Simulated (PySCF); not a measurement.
sulfuric acid cation (H₂O₄S), SMILES O=S(O)(=O)O (connectivity only; charge and spin as stated), charge +1, multiplicity 2. Atoms are numbered in the order given.

```xyz
7

O      0.0000    -1.1486    -0.9673
S      0.0000     0.0000     0.0533
O      1.1438     0.0000     0.9854
O     -1.1438     0.0000     0.9854
O      0.0000     1.1486    -0.9673
H      0.0000    -2.0492    -0.5708
H      0.0000     2.0492    -0.5708
```
Charge +1, spin multiplicity 2.

The structure is a stationary point at ωB97X-D3(BJ)/def2-SVP. The spin state was assumed, not searched. The values are those of a single conformer.

The numbers are results of PySCF with B3LYP/pcH-1, not measurements.

Unrestricted Kohn–Sham, ⟨S²⟩ = 0.760. Hyperfine tensors hold the contact and dipolar terms, without spin-orbit corrections.

Problem. Estimate the hyperfine couplings. (Estimate from the structure and the level; the computed values follow.)

Solution. 
```json
[
 {"nucleus": "17O no. 1", "A(iso) (MHz)": "2.8", "A(iso) (G)": "1.0", "dipolar principal values (MHz)": "-10.8, 4.5, 6.3"},
 {"nucleus": "33S no. 2", "A(iso) (MHz)": "-26.2", "A(iso) (G)": "-9.3", "dipolar principal values (MHz)": "-3.1, 1.5, 1.6"},
 {"nucleus": "17O no. 3", "A(iso) (MHz)": "-19.0", "A(iso) (G)": "-6.8", "dipolar principal values (MHz)": "-172.0, 83.5, 88.5"},
 {"nucleus": "17O no. 4", "A(iso) (MHz)": "-19.0", "A(iso) (G)": "-6.8", "dipolar principal values (MHz)": "-172.0, 83.5, 88.5"},
 {"nucleus": "17O no. 5", "A(iso) (MHz)": "2.8", "A(iso) (G)": "1.0", "dipolar principal values (MHz)": "-10.8, 4.5, 6.3"},
 {"nucleus": "1H no. 6", "A(iso) (MHz)": "-2.3", "A(iso) (G)": "-0.8", "dipolar principal values (MHz)": "-2.2, -1.4, 3.7"},
 {"nucleus": "1H no. 7", "A(iso) (MHz)": "-2.3", "A(iso) (G)": "-0.8", "dipolar principal values (MHz)": "-2.2, -1.4, 3.7"}
]
```

Problem. And the g tensor (effective nuclear charges for spin-orbit coupling, GIAO)? (Estimate from the structure and the level; the computed values follow.)

Solution. principal values 2.0050, 2.0072, 2.0142; isotropic 2.0088.
